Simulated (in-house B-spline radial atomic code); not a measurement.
Values are calculated unless marked as measured or tabulated.
## Al ion on As atom: potential, deflection and energy transfer

The pair potential comes from two frozen, spherical free-atom densities (PBE, B-spline radial code, scalar-relativistic past argon): electrostatics plus the change in Thomas-Fermi kinetic and Dirac exchange energy where they overlap, the recipe behind the universal ZBL potential, which averages such potentials (from solid-state densities) over many pairs. It is written V = (Z1 Z2 e²/r) φ(r/a), with e² = 14.3996 eV·Å and a = 0.46850 Å/(Z1^0.23 + Z2^0.23); ZBL's fit is φ = 0.18175 e^(−3.1998x) + 0.50986 e^(−0.94229x) + 0.28022 e^(−0.4029x) + 0.02817 e^(−0.20162x). Where φ falls below 4e-4 it is continued as an exponential.

Masses 26.98 and 74.92 u.

```json
{"x = r/a": "0.1", "φ, this pair": "0.8935", "φ, ZBL": "0.8928"}
{"x = r/a": "0.5", "φ, this pair": "0.6271", "φ, ZBL": "0.6096"}
{"x = r/a": "1.5", "φ, this pair": "0.3159", "φ, ZBL": "0.2995"}
{"x = r/a": "3", "φ, this pair": "0.1359", "φ, ZBL": "0.1292"}
{"x = r/a": "5", "φ, this pair": "0.05382", "φ, ZBL": "0.05224"}
{"x = r/a": "8", "φ, this pair": "0.01648", "φ, ZBL": "0.01705"}
{"x = r/a": "12", "φ, this pair": "0.005064", "φ, ZBL": "0.00474"}
{"x = r/a": "17", "φ, this pair": "0.001156", "φ, ZBL": "0.001212"}
```

(1) At x = 2 the electrostatic, kinetic and exchange parts are 2727.42, 3732.31 and -201.46 eV. Find r, V and φ.

(2) The ion comes in at 0.7243 keV with impact parameter 0.2320 Å. The scattering integral gives a centre-of-mass angle of 121° and a closest approach of 5.356 a. What are the reduced energy, the energy passed on and the laboratory angles?

Answers

(1) a = 0.46850/(1.8039 + 2.2349) = 0.11600 Å, so r = 0.23200 Å. V = 2727.42 + 3732.31 + (-201.46) = 6258.27 eV. The bare repulsion is 13 × 33 × 14.3996/0.23200 = 26627 eV, so φ = 0.2350, +6.0 % against ZBL's 0.2218. The kinetic (Pauli) term is 60 % of V here.

(2) ε = E a M2/(Z1 Z2 e² (M1 + M2)) = 724.3 × 1.3806e-05 = 0.01. The most that one collision can pass on is γE with γ = 4 M1 M2/(M1 + M2)² = 0.7787. Here T = γE sin²(θ/2) = 0.7787 × 724.3 × 0.7573 = 427.1 eV. The ion turns by arctan(sin θ/(cos θ + M1/M2)) = 100.2° (second quadrant: it bounces back), and the struck atom leaves at (180° − θ)/2 = 29.5°. The closest approach is 0.621 Å. With ZBL the angle would be 119.98° and T = 422.9 eV.
